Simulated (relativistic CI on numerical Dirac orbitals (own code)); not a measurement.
Si VII: calculation against measurement

Calculated at this level of theory: Dirac-Coulomb-Breit CI, orbitals from a KLI potential per configuration, QED by a radiative potential, valence Slater integrals scaled by 0.9, configuration energies shifted to the measured levels that pair with them (semi-empirical) (own radial code, finite nucleus).

Configuration list (outside the closed core 1s2): 2s2 2p4, 2s 2p5, 2p6, 2s2 2p3 3s, 2s2 2p3 3d, 2s2 2p3 4s, 2s2 2p3 4d, 2s 2p4 3s, 2s2 2p3 5d, 2s2 2p3 3p, 2p5 3s, 2p5 3p, 2p5 3d, 2s 2p4 3p, 2s2 2p3 4p, 2s2 2p3 4f, 2s 2p4 3d, 2s2 2p2 3s2, 2s2 2p2 3s 3p, 2s2 2p2 3p2, 2s2 2p2 3s 3d, 2s 2p4 4s, 2s 2p4 4p, 2s2 2p2 3p 3d, 2s 2p4 4d, 2s 2p4 4f, 2s 2p3 3s2, 2s2 2p2 3d2, 2s 2p3 3s 3p, 2s 2p3 3p2. Levels of other configurations are missing.

| Configuration | Term (tabulated) | J | Measured (cm⁻¹) | Computed | Error | Purity (%) |
| --- | --- | --- | --- | --- | --- | --- |
| 2s2 2p4 | 3P | 2 | 0.0 | 0 | 0 | 99 |
| 2s2 2p4 | 3P | 1 | 4030.0 | 4011 | -19 | 100 |
| 2s2 2p4 | 3P | 0 | 5565.0 | 5518 | -47 | 99 |
| 2s2 2p4 | 1D | 2 | 46569.8 | 44604 | -1965 | 99 |
| 2s2 2p4 | 1S | 0 | 99341.0 | 90896 | -8445 | 97 |
| 2s 2p5 | 3P° | 2 | 363170.0 | 363199 | 29 | 100 |
| 2s 2p5 | 3P° | 1 | 366786.0 | 366793 | 7 | 100 |
| 2s 2p5 | 3P° | 0 | 368761.0 | 368754 | -7 | 100 |
| 2s 2p5 | 1P° | 1 | 505650.0 | 501183 | -4467 | 99 |
| 2p6 | 1S | 0 | 849057.0 | 849057 | 0 | 96 |
| 2s2 2p3 3s | 3S° | 1 | 1172470.0 | 1180277 | 7807 | 99 |
| 2s2 2p3 3s | 1D° | 2 | 1235890.0 | 1240848 | 4958 | 98 |
| 2s2 2p3 3s | 3P° † | 0 | 1261530.0 | 1261353 | -177 | 97 |
| 2s2 2p3 3s | 3P° † | 1 | 1261610.0 | 1261556 | -54 | 97 |
| 2s2 2p3 3s | 3P° | 2 | 1262040.0 | 1262094 | 54 | 94 |
| 2s2 2p3 3s | 1P° | 1 | 1272720.0 | 1271999 | -721 | 96 |
| 2s2 2p3 3d | 3D° | 3 | 1367560.0 | 1373575 | 6015 | 99 |
| 2s2 2p3 3d | 3F° | 2 | 1426050.0 | 1417712 | -8338 | 98 |
| 2s2 2p3 3d | 3D° | 3 | 1428020.0 | 1430104 | 2084 | 99 |
| 2s2 2p3 3d | 3D° | 2 | 1428090.0 | 1430032 | 1942 | 97 |
| 2s2 2p3 3d | 1P° | 1 | 1429240.0 | 1431281 | 2041 | 73 |
| 2s2 2p3 3d | 3P° | 2 | 1435460.0 | 1437003 | 1543 | 93 |
| 2s2 2p3 3d | 1D° | 2 | 1436330.0 | 1436623 | 293 | 91 |
| 2s2 2p3 3d | 3P° | 1 | 1436750.0 | 1438393 | 1643 | 95 |
| 2s2 2p3 3d | 3S° | 1 | 1441230.0 | 1441230 | 0 | 95 |
| 2s2 2p3 3d | 1F° | 3 | 1447440.0 | 1449520 | 2080 | 92 |
| 2s2 2p3 3d | 3P° | 0 | 1460290.0 | 1456435 | -3855 | 97 |
| 2s2 2p3 3d | 3P° | 1 | 1460860.0 | 1457063 | -3797 | 94 |
| 2s2 2p3 3d | 3P° | 2 | 1461860.0 | 1458076 | -3784 | 96 |
| 2s2 2p3 3d | 3D° | 2 | 1466490.0 | 1463227 | -3263 | 84 |
| 2s2 2p3 3d | 3D° | 3 | 1467390.0 | 1463854 | -3536 | 92 |
| 2s2 2p3 3d | 1D° | 2 | 1470050.0 | 1467847 | -2203 | 84 |
| 2s2 2p3 3d | 1F° | 3 | 1473670.0 | 1470999 | -2671 | 96 |
| 2s2 2p3 4s | 3D° | 3 | 1631160.0 | 1631052 | -108 | 96 |
| 2s2 2p3 4s | 1D° | 2 | 1635390.0 | 1635390 | 0 | 98 |
| 2s2 2p3 4d | 3D° | 3 | 1643740.0 | 1644371 | 631 | 98 |
| 2s 2p4 3s | 3S | 1 | 1663240.0 | 1663238 | -2 | 88 |
| 2s2 2p3 4s | 1P° | 1 | 1672010.0 | 1676553 | 4543 | 64 |
| 2s2 2p3 4d | 3S° | 1 | 1712680.0 | 1708158 | -4522 | 98 |
| 2s2 2p3 4d | 1F° | 3 | 1714180.0 | 1714180 | 0 | 96 |
| 2s2 2p3 5d | 3D° | 3 | 1769040.0 | 1769040 | 0 | 95 |

Measured levels from NIST levels in Kelleher and Podobedova, J. Phys. Chem. Ref. Data 37, 1285 (2008); Martin and Zalubas, J. Phys. Chem. Ref. Data 12, 323 (1983); pairs were made by configuration, J and term (by order where the table uses no LS term), so strongly mixed levels may be paired wrongly.

Mean error by configuration (cm⁻¹): 2s2 2p4 -2619; 2s 2p5 -1110; 2p6 0; 2s2 2p3 3s 3024; 2s2 2p3 3d -812; 2s2 2p3 4s 1478; 2s2 2p3 4d -1297; 2s 2p4 3s -2; 2s2 2p3 5d 0. Over the excited levels the mean absolute error is 2301 cm⁻¹ (40 of the 42 excited levels that our extract of the source holds in range could be paired, and the others can miss by more), and the median relative error of those above 1,000 cm⁻¹ is 0.14 %, both after the shifts were fitted to these levels, so that a configuration with one level shows no error. † marks terms whose computed intervals miss the measured ones by more than a factor of 2.5, or configurations far off the rest, from wrong mixing, a near crossing or a doubtful label or measurement; they are left out of the means.

Configurations whose levels could be paired with our table of measured levels were shifted onto them, all but the ground configuration, by the median error of their levels; single terms can still be off by 1,000 to 2,000 cm⁻¹ or more, and rates follow the energies as ν³ (E1, M1) or ν⁵ (E2). The others borrow a shift and can be off by several thousand cm⁻¹ or more. 40 of the 42 excited levels that our extract of the measured tables holds in this range could be paired (the sources list more); they are missed by 2191 cm⁻¹ on average and 8445 at most, after the shifts were fitted to these levels, and levels without a partner can miss by more.

Shifts applied (cm⁻¹): 2s2 2p4 0; 2s 2p5 -11119; 2p6 -29918; 2s2 2p3 3s 3074; 2s2 2p3 3d -2227; 2s2 2p3 4s -1769; 2s2 2p3 4d -6334; 2s 2p4 3s -387; 2s2 2p3 5d -6744.
